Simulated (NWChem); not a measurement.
MgSiH₃OBr; SMILES [O]([SiH3])[Mg][Br]

```xyz
7

Mg     0.1475    -0.0812    -0.0008
Br     0.4153    -2.4064     0.0009
O     -0.0573     1.6982    -0.0021
Si    -0.2545     3.3219    -0.0032
H     -1.0318     3.7786    -1.1936
H      1.0584     4.0327    -0.0288
H     -0.9883     3.7856     1.2118
```
Atoms are numbered in this order, from 1.

Coordinates come from a B3LYP/6-31G* (spherical d) optimisation.

Spin-orbit effects, on the heavy nuclei and on their neighbours, are missing.

Problem. Give the principal values of the shielding tensors (ppm) of Mg1, Br2, O3, Si4 from PBE/pcSseg-1, GIAO (NWChem), with their diamagnetic and paramagnetic parts as GIAO splits them.

Solution. 
```
atom     σ11     σ22     σ33  isotropic  diamagnetic  paramagnetic
----  ------  ------  ------  ---------  -----------  ------------
Mg1    401.7   401.7   711.4      504.9        709.1        -204.1
Br2   3007.6  3007.6  3127.1     3047.4       3122.7         -75.3
O3     317.4   356.3   356.4      343.3        402.3         -59.0
Si4    324.8   324.8   485.5      378.4        880.8        -502.5
```
